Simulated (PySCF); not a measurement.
Series CXY, Y = fluoro, computed as singlets and as triplets. Gas-phase values, no solvent. One relaxed conformer stands for each flexible species; it need not be the lowest. Strings in code marks are SMILES.

A: X = fluoro, multiplicity 3 (`F[C]F` (excited triplet))
B: X = fluoro, multiplicity 1 (`F[C]F` (lower singlet))
C: X = H, multiplicity 3 (`[CH]F` (excited triplet))
D: X = silyl, multiplicity 3 (`F[C][SiH3]` (lower triplet))

Task: Rank these by dipole moment (lowest first), as PySCF with PBE0-D3(BJ)/def2-TZVP gives it.

Result: A (0.35 D), B (0.69 D), D (0.89 D), C (1.04 D)
